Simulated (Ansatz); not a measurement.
BH5OSiZn, SMILES `OB[SiH2][ZnH]` from Hartree–Fock to CCSD(T)

```xyz
9

O    -0.997    1.888    0.402
B    -0.038    1.227   -0.289
Si   -0.248   -0.744   -0.646
Zn    0.847   -1.979    1.072
H    -0.789    2.813    0.558
H     0.956    1.824   -0.627
H     0.388   -1.089   -1.954
H    -1.681   -1.161   -0.718
H     1.564   -2.778    2.203
```

Total charge 0; spin multiplicity 1. For Zn the d shell is correlated and the shells below it are frozen. Scalar relativity is left out up to krypton. The structure was optimised at the PBE0-D4/def2-TZVP level. It is one conformer, not always the lowest. Frozen core, restricted reference, the Gaussian-basis code of Ansatz.

```csv
basis,HF (Eh),MP2 corr.
def2-SVP,-2168.79472,-0.67845
def2-TZVPP,-2169.26209,-0.97771
def2-QZVPP,-2169.31673,-1.04918
```

Q: Estimate the CCSD correlation energy and the (T) correction in each basis where they were run (hartree).

A: 
```json
{"basis": "def2-SVP", "CCSD corr.": "-0.69992", "(T)": "-0.01944"}
{"basis": "def2-TZVPP", "CCSD corr.": "-0.96914", "(T)": "-0.03326"}
```
